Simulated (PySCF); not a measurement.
Si(H)(Br)(Et)(Vi), SMILES [SiH](C=C)(CC)Br (C₄H₉BrSi) (GFN2-xTB optimised geometry):

```
15

Si    -0.936    -0.708     0.000
Br     1.297    -0.708     0.000
C     -1.514    -1.591    -1.553
C     -0.725    -2.125    -2.472
C     -1.506    -1.603     1.575
C     -1.026    -0.923     2.853
H     -1.297     0.708     0.000
H     -2.587    -1.654    -1.690
H      0.350    -2.091    -2.391
H     -1.113    -2.621    -3.348
H     -1.149    -2.636     1.565
H     -2.597    -1.654     1.582
H     -1.404     0.096     2.915
H     -1.372    -1.466     3.731
H      0.061    -0.886     2.887
```

Method: CAM-B3LYP/def2-TZVP in PySCF.

Q: What are the frontier orbital energies and the dipole moment?

A: HOMO-2 -9.52 eV, HOMO-1 -9.52 eV, HOMO -9.27 eV, LUMO 0.60 eV, LUMO+1 1.44 eV; dipole moment 2.12 D.

Meta-Löwdin charges at CAM-B3LYP/def2-TZVP: Si1 0.81, Br2 -0.31, C3 -0.37, C4 -0.21, C5 -0.44, C6 -0.32, H7 -0.11, H8 0.12, H9 0.12, H10 0.12, H11 0.12, H12 0.12, H13 0.11, H14 0.11, H15 0.12.
